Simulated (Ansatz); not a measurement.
Steps of a relaxation of CH5BrGe, SMILES `[CH3][GeH2][Br]` with RKS PBE0-D4/def2-TZVP.

```sh
$ ansatz run in.yaml --threads 4 --pin off --events-out ev --progress --plain --max-ram 10444MiB
```

```yaml
crystal:
  periodic: [false, false, false]
  atoms:
    - {symbol: C, position_ang: [-0.622360, 0.794382, -0.360085]}
    - {symbol: Ge, position_ang: [0.452758, -0.768717, 0.120980]}
    - {symbol: Br, position_ang: [1.684477, -0.231661, 2.037535]}
    - {symbol: H, position_ang: [0.037853, 1.657183, -0.566840]}
    - {symbol: H, position_ang: [-1.305721, 1.055544, 0.469872]}
    - {symbol: H, position_ang: [-1.219744, 0.570534, -1.266373]}
    - {symbol: H, position_ang: [1.483763, -1.135157, -0.977985]}
    - {symbol: H, position_ang: [-0.418826, -1.999109, 0.487096]}
basis:
  gaussian: {orbitals: def2-TZVP}
hamiltonian: {xc: pbe0, dispersion: d4}
relax: {f_tol: 0.005, max_steps: 150}
```

Positions (Å) and forces (eV/Å) along the path, 5 of 5 steps:

```xyz
8
step=1 energy=-127668.3908 eV
C    -0.622    0.794   -0.360   -0.142    0.222   -0.044
Ge    0.453   -0.769    0.121   -0.024    0.029    0.001
Br    1.684   -0.232    2.038   -0.156   -0.073   -0.246
H     0.038    1.657   -0.567   -0.306   -0.415    0.097
H    -1.306    1.056    0.470    0.332   -0.139   -0.404
H    -1.220    0.571   -1.266    0.283    0.104    0.436
H     1.484   -1.135   -0.978   -0.149    0.059    0.199
H    -0.419   -1.999    0.487    0.162    0.212   -0.040
8
step=2 energy=-127668.4124 eV
C    -0.620    0.792   -0.359   -0.050    0.041   -0.043
Ge    0.446   -0.765    0.114   -0.038    0.029   -0.032
Br    1.665   -0.236    2.009    0.039    0.024    0.065
H     0.035    1.645   -0.561   -0.083   -0.118    0.028
H    -1.295    1.047    0.464    0.094   -0.043   -0.109
H    -1.212    0.574   -1.255    0.073    0.043    0.121
H     1.482   -1.129   -0.962   -0.040    0.001    0.002
H    -0.409   -1.984    0.493    0.005    0.022   -0.033
8
step=3 energy=-127668.4140 eV
C    -0.618    0.788   -0.359    0.012    0.000    0.013
Ge    0.448   -0.762    0.118   -0.022    0.001   -0.030
Br    1.668   -0.228    2.017   -0.001   -0.002   -0.003
H     0.035    1.637   -0.559    0.005    0.016   -0.002
H    -1.289    1.041    0.461   -0.012    0.009    0.010
H    -1.210    0.574   -1.251    0.001   -0.012   -0.006
H     1.472   -1.128   -0.966    0.020   -0.001    0.001
H    -0.412   -1.979    0.483   -0.002   -0.011    0.017
8
step=4 energy=-127668.4141 eV
C    -0.619    0.789   -0.359   -0.008    0.010   -0.004
Ge    0.446   -0.762    0.115    0.015   -0.011    0.014
Br    1.667   -0.229    2.015   -0.005   -0.001   -0.008
H     0.034    1.639   -0.559    0.001    0.000    0.001
H    -1.290    1.042    0.462    0.001    0.000    0.001
H    -1.209    0.575   -1.251   -0.001   -0.001   -0.002
H     1.475   -1.129   -0.965   -0.002    0.002   -0.001
H    -0.412   -1.981    0.487   -0.001    0.002   -0.001
8
step=5 energy=-127668.4142 eV
C    -0.619    0.789   -0.359    0.000   -0.001    0.000
Ge    0.447   -0.763    0.115   -0.001    0.002    0.000
Br    1.667   -0.229    2.014    0.000    0.000    0.000
H     0.034    1.639   -0.559    0.001    0.000    0.000
H    -1.290    1.042    0.462    0.000    0.000    0.001
H    -1.209    0.574   -1.251    0.000    0.000   -0.001
H     1.475   -1.129   -0.965    0.000    0.000    0.000
H    -0.412   -1.981    0.487    0.000    0.000    0.000
```

Hardware: 4 threads of an Arm Neoverse V2 on a shared host. Wall time 14 s, peak host memory 0.44 GiB.
